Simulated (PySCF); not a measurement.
C₂H₆Ga, doublet, at a GFN2-xTB geometry (such geometries of metal compounds can be far from the true shape) (the spin is typed, not shown lowest); M062X/STO-3G in PySCF.

Input for PySCF:
```python
from pyscf import gto, scf, dft

mol = gto.M(
    atom='''
Ga    0.28426959   -0.04626283    0.33754938
C     0.96573546    0.27129310   -1.68607889
H     2.04996237    0.20266690   -1.78764556
H     0.64498740    1.26038281   -2.02047806
H     0.50453663   -0.47852729   -2.33264092
C    -1.85268417   -0.12694858    0.63289206
H    -2.25329988   -0.99864153    0.11072444
H    -2.30010891    0.77074376    0.20052996
H    -2.13674271   -0.18854403    1.68460024
''',
    basis='sto-3g',
    spin=1,
    verbose=4,
)

mf = dft.UKS(mol)
mf.xc = 'm062x'
mf.damp = 0.5
mf.diis_start_cycle = 5
mf.kernel()
```

What the program printed (banner, timings and long lists left out):

```
PySCF version 2.14.0

[INPUT] verbose = 4
[INPUT] num. atoms = 9
[INPUT] num. electrons = 49
[INPUT] charge = 0
[INPUT] spin (= nelec alpha-beta = 2S) = 1
[INPUT] symmetry False subgroup None
[INPUT] Mole.unit = angstrom
[INPUT] Symbol           X                Y                Z      unit          X                Y                Z       unit  Magmom
[INPUT]  1 Ga     0.284269590000  -0.046262830000   0.337549380000 AA    0.537191670642  -0.087424078447   0.637875881717 Bohr   0.0
[INPUT]  2 C      0.965735460000   0.271293100000  -1.686078890000 AA    1.824975528181   0.512669658484  -3.186227326511 Bohr   0.0
[INPUT]  3 H      2.049962370000   0.202666900000  -1.787645560000 AA    3.873867444964   0.382984935515  -3.378160516195 Bohr   0.0
[INPUT]  4 H      0.644987400000   1.260382810000  -2.020478060000 AA    1.218849539795   2.381778323010  -3.818150174093 Bohr   0.0
[INPUT]  5 H      0.504536630000  -0.478527290000  -2.332640920000 AA    0.953436050511  -0.904285521230  -4.408052485753 Bohr   0.0
[INPUT]  6 C     -1.852684170000  -0.126948580000   0.632892060000 AA   -3.501065676617  -0.239898048102   1.195992659812 Bohr   0.0
[INPUT]  7 H     -2.253299880000  -0.998641530000   0.110724440000 AA   -4.258119649715  -1.887158988317   0.209238866896 Bohr   0.0
[INPUT]  8 H     -2.300108910000   0.770743760000   0.200529960000 AA   -4.346575896572   1.456494618618   0.378946704170 Bohr   0.0
[INPUT]  9 H     -2.136742710000  -0.188544030000   1.684600240000 AA   -4.037858520561  -0.356296579122   3.183433082977 Bohr   0.0

nuclear repulsion = 157.346219973286
number of shells = 20
number of NR pGTOs = 102
number of NR cGTOs = 34
basis = sto-3g
ecp = {}

******** <class 'pyscf.dft.uks.UKS'> ********
method = UKS
initial guess = minao
damping factor = 0.5
level_shift factor = 0
DIIS = <class 'pyscf.scf.diis.CDIIS'>
diis_start_cycle = 5
diis_space = 8
diis_damp = 0
SCF conv_tol = 1e-09
SCF conv_tol_grad = None
SCF max_cycles = 50
direct_scf = True
direct_scf_tol = 1e-13
number electrons alpha = 25  beta = 24
XC library pyscf.dft.libxc version 7.1.2
    S. Lehtola, C. Steigemann, M. J. T. Oliveira, and M. A. L. Marques,  SoftwareX 7, 1–5 (2018)
XC functionals = m062x
    Y. Zhao and D. G. Truhlar,  Theor. Chem. Acc. 120, 215 (2008)
    Y. Zhao and D. G. Truhlar,  Theor. Chem. Acc. 120, 215 (2008)
radial grids:
    Treutler-Ahlrichs [JCP 102, 346 (1995); DOI:10.1063/1.469408] (M4) radial grids

becke partition: Becke, JCP 88, 2547 (1988); DOI:10.1063/1.454033
pruning grids: <function nwchem_prune>
grids dens level: 3
symmetrized grids: False
atomic radii adjust function: <function treutler_atomic_radii_adjust>
small_rho_cutoff = 0
Set gradient conv threshold to 3.16228e-05
tot grids = 107992
init E= -1978.5161217635

cycle= 1 E= -1980.74493564675  delta_E= -2.23  |g|= 0.325  |ddm|= 2.32
cycle= 2 E= -1980.89583039611  delta_E= -0.151  |g|= 0.167  |ddm|= 0.664
cycle= 3 E= -1980.97776737852  delta_E= -0.0819  |g|= 0.173  |ddm|= 0.822
cycle= 4 E= -1981.00143776665  delta_E= -0.0237  |g|= 0.0668  |ddm|= 0.277
cycle= 5 E= -1981.01331974055  delta_E= -0.0119  |g|= 0.0385  |ddm|= 0.24
cycle= 6 E= -1981.0164430128  delta_E= -0.00312  |g|= 0.0181  |ddm|= 0.121
cycle= 7 E= -1981.01745290846  delta_E= -0.00101  |g|= 0.0136  |ddm|= 0.0869
cycle= 8 E= -1981.0177913978  delta_E= -0.000338  |g|= 0.00592  |ddm|= 0.0435
cycle= 9 E= -1981.01795166206  delta_E= -0.00016  |g|= 0.00558  |ddm|= 0.0227
cycle= 10 E= -1981.01814890185  delta_E= -0.000197  |g|= 0.00546  |ddm|= 0.0259
cycle= 11 E= -1981.01950077376  delta_E= -0.00135  |g|= 0.00532  |ddm|= 0.199
cycle= 12 E= -1981.01979992065  delta_E= -0.000299  |g|= 0.00492  |ddm|= 0.0518
cycle= 13 E= -1981.0207422206  delta_E= -0.000942  |g|= 0.00653  |ddm|= 0.299
cycle= 14 E= -1981.02078281145  delta_E= -4.06e-05  |g|= 0.00255  |ddm|= 0.042
cycle= 15 E= -1981.02085978208  delta_E= -7.7e-05  |g|= 0.00231  |ddm|= 0.0588
cycle= 16 E= -1981.02087652418  delta_E= -1.67e-05  |g|= 0.00132  |ddm|= 0.0143
cycle= 17 E= -1981.02088435739  delta_E= -7.83e-06  |g|= 0.00127  |ddm|= 0.006
cycle= 18 E= -1981.02089481482  delta_E= -1.05e-05  |g|= 0.0014  |ddm|= 0.0106
cycle= 19 E= -1981.02090297996  delta_E= -8.17e-06  |g|= 0.00131  |ddm|= 0.00477
cycle= 20 E= -1981.02090846314  delta_E= -5.48e-06  |g|= 0.00128  |ddm|= 0.0083
cycle= 21 E= -1981.02091173888  delta_E= -3.28e-06  |g|= 0.00125  |ddm|= 0.00425
cycle= 22 E= -1981.02090677627  delta_E= 4.96e-06  |g|= 0.00124  |ddm|= 0.00398
cycle= 23 E= -1981.02090071659  delta_E= 6.06e-06  |g|= 0.00122  |ddm|= 0.00905
cycle= 24 E= -1981.02089949136  delta_E= 1.23e-06  |g|= 0.00121  |ddm|= 0.00622
cycle= 25 E= -1981.02089862796  delta_E= 8.63e-07  |g|= 0.0012  |ddm|= 0.00201
cycle= 26 E= -1981.020890978  delta_E= 7.65e-06  |g|= 0.00113  |ddm|= 0.00813
cycle= 27 E= -1981.02084357936  delta_E= 4.74e-05  |g|= 0.000844  |ddm|= 0.051
cycle= 28 E= -1981.02080579779  delta_E= 3.78e-05  |g|= 0.000729  |ddm|= 0.0705
cycle= 29 E= -1981.02080151963  delta_E= 4.28e-06  |g|= 0.000682  |ddm|= 0.0147
cycle= 30 E= -1981.0208017059  delta_E= -1.86e-07  |g|= 0.000563  |ddm|= 0.00697
cycle= 31 E= -1981.02080294041  delta_E= -1.23e-06  |g|= 0.000498  |ddm|= 0.00474
cycle= 32 E= -1981.0208057421  delta_E= -2.8e-06  |g|= 0.000359  |ddm|= 0.00948
cycle= 33 E= -1981.02080615428  delta_E= -4.12e-07  |g|= 0.000345  |ddm|= 0.00344
cycle= 34 E= -1981.02080845668  delta_E= -2.3e-06  |g|= 0.000316  |ddm|= 0.006
cycle= 35 E= -1981.02081192625  delta_E= -3.47e-06  |g|= 0.0002  |ddm|= 0.0138
cycle= 36 E= -1981.02081358007  delta_E= -1.65e-06  |g|= 0.000137  |ddm|= 0.0113
cycle= 37 E= -1981.02081369272  delta_E= -1.13e-07  |g|= 0.000125  |ddm|= 0.00218
cycle= 38 E= -1981.02081380895  delta_E= -1.16e-07  |g|= 0.000122  |ddm|= 0.000827
cycle= 39 E= -1981.0208140402  delta_E= -2.31e-07  |g|= 0.00012  |ddm|= 0.00164
cycle= 40 E= -1981.02081457833  delta_E= -5.38e-07  |g|= 0.000116  |ddm|= 0.0038
cycle= 41 E= -1981.02081485342  delta_E= -2.75e-07  |g|= 0.000115  |ddm|= 0.00214
cycle= 42 E= -1981.02081496197  delta_E= -1.09e-07  |g|= 0.000115  |ddm|= 0.00102
cycle= 43 E= -1981.02081495426  delta_E= 7.71e-09  |g|= 0.000116  |ddm|= 0.000339
cycle= 44 E= -1981.0208149841  delta_E= -2.98e-08  |g|= 0.000115  |ddm|= 0.00153
cycle= 45 E= -1981.02081498792  delta_E= -3.82e-09  |g|= 0.000114  |ddm|= 0.000729
cycle= 46 E= -1981.02081499222  delta_E= -4.3e-09  |g|= 0.000113  |ddm|= 0.000847
cycle= 47 E= -1981.02081484941  delta_E= 1.43e-07  |g|= 0.000108  |ddm|= 0.00181
cycle= 48 E= -1981.02081471591  delta_E= 1.34e-07  |g|= 0.000101  |ddm|= 0.00229
cycle= 49 E= -1981.02081449052  delta_E= 2.25e-07  |g|= 9.3e-05  |ddm|= 0.00349
cycle= 50 E= -1981.02081446507  delta_E= 2.55e-08  |g|= 8.92e-05  |ddm|= 0.00222
SCF not converged.
SCF energy = -1981.02081446507 after 50 cycles  <S^2> = 0.75195566  2S+1 = 2.0019547
```

Convergence was not reached.
